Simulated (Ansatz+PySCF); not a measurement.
The numbers below are computed, except where a source is named.
This PySCF input gave a total energy of -112.66915 hartree.

```python
from pyscf import gto, scf

mol = gto.M(atom="""
Y 0.007910 -0.006290 -0.353890
O 0.019590 0.045800 1.482130
""", basis='def2-svp', ecp={'Y': 'def2-svp'}, charge=0, spin=1)
mf = scf.UHF(mol)
mf.init_guess = 'huckel'
mf.kernel()
while True:  # follow internal instabilities
    mo, _, stable, _ = mf.stability(return_status=True)
    if stable: break
    mf.kernel(mf.make_rdm1(mo, mf.mo_occ))
print(mf.converged, mf.e_tot, mf.spin_square()[0])
```

Task: Write an input for Ansatz with the same method and basis set.

Result:

```yaml
crystal:
  periodic: [false, false, false]
  atoms:
    - { symbol: "Y", position_ang: [0.00791, -0.00629, -0.35389] }
    - { symbol: O, position_ang: [0.01959, 0.0458, 1.48213] }
basis:
  gaussian: { orbitals: def2-SVP }
magnetization:
  spin_polarized: true
  initial_magnetization: 1
hamiltonian:
  xc: hf
```

Ansatz (development build ahead of 0.2.0) gave -112.66915 hartree, 0.03 meV from the first. The basis set brings a core potential for Y, so the total leaves out those core electrons.
